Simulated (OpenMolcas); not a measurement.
An atom or ion with 22 electrons was computed by SS-RASPT2, IPEA 0.25 Eh, imaginary shift 0.1 Eh with spin-orbit coupling (OpenMolcas, ANO-RCC-VQZP, DKH2). The lowest levels that the run gave, each within 12 % of the measured value where one is at hand:

```
J  Parity  E (cm-1)      g
0    even       0.0       
1    even       289  1.501
2    even       835  1.501
3    even      1596  1.501
4    even      2530  1.500
0    even     30840       
4    even     32070  0.813
1    even     32560  1.499
5    even     32730  1.038
6    even     33410  1.166
2    even     35030  0.668
3    even     35130  1.053
```

Problem. Which ion is it, and what are the configurations and terms?

Solution. Ni6+ (Z = 28, charge +6; active space 10 electrons in 8 orbitals (RAS1 3p, at most 2 holes; RAS2 3d)). J, parity and g give the terms where levels are pure, and mixed ones are named by the computed weights; the size of the splittings, set against known spectra of the 22-electron sequence, gives the charge. In order, with the measured energies in cm-1 (Corliss and Sugar, J. Phys. Chem. Ref. Data 10, 197 (1981)): 3d4 5D0, 3d4 5D1 (279), 3d4 5D2 (804), 3d4 5D3 (1520), 3d4 5D4 (2392), 3d4 3P0(1) (30077), 3d4 3H4 (31672), 3d4 3P1(1) (31836), 3d4 3H5 (32286), 3d4 3H6 (32877), 3d4 3F2(1) (34247), 3d4 3F3(1) (34317).

CASPT2 breaks the degeneracy within a term, and the mean is taken; among the terms shown or strongly mixed into the levels shown the widest spread is 91 cm-1 (3d4 3F(1)). Active for correlation alone: 3p; no level in the range computed is led by a configuration that opens it, so any true level of that kind is missing. Computed and measured levels are paired by configuration, term and J; levels that our copy of the source lacks, or whose pairing is in doubt (as where it misses far off the trend of its configuration), stay unpaired and out of the deviations. Levels of configurations outside the active space are missing.

A number in round brackets counts repeated terms of one configuration in the order of the reference energies.
